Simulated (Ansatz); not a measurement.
RbOs, multiplicity 6 (lowest of 2S+1 = 2, 4, 6 at CCSD(T)/def2-TZVPP on PBE0 minima; our sources give no spin for the ground state, which may be another), most abundant isotopes (191.9615 and 84.9118 u). Constants from fifth-degree fits in 1/R to seven points on the lowest solution found; no spin–orbit coupling, no relativity up to Kr; ω_e x_e and α_e move by some per cent with the fit.

Correlated levels freeze the inner cores; with def2 sets outer-core shells near the valence are correlated too.

The values were computed with Ansatz (a first-principles code). Each number belongs to the level named beside it. In def2 rows elements past Kr take small-core potentials, without spin–orbit coupling.

```tsv
level	r_e (Å)	ω_e (cm⁻¹)	ω_e x_e (cm⁻¹)	α_e (cm⁻¹)
PBE/def2-TZVPP	4.0290	42.4	0.306	0.000140
CCSD(T)/def2-TZVPP	4.0634	35.4	0.491	0.000218
```

Problem. Derive the rotational constants, the centrifugal constant, the fundamental, the zero-point energy and the force constant.

Solution. 
μ = 58.87095 u.
- PBE/def2-TZVPP: B_e = 16.8576/(μ r_e²) = 0.017640 cm⁻¹; B₀ = B_e − α_e/2 = 0.017570 cm⁻¹; D = 4B_e³/ω_e² = 1.22e-08 cm⁻¹; fundamental ω_e − 2ω_e x_e = 42 cm⁻¹; zero-point energy ω_e/2 − ω_e x_e/4 = 21 cm⁻¹; k = μ(2πcω_e)² = 6.24 N/m
- CCSD(T)/def2-TZVPP: B_e = 16.8576/(μ r_e²) = 0.017343 cm⁻¹; B₀ = B_e − α_e/2 = 0.017234 cm⁻¹; D = 4B_e³/ω_e² = 1.67e-08 cm⁻¹; fundamental ω_e − 2ω_e x_e = 34 cm⁻¹; zero-point energy ω_e/2 − ω_e x_e/4 = 18 cm⁻¹; k = μ(2πcω_e)² = 4.34 N/m
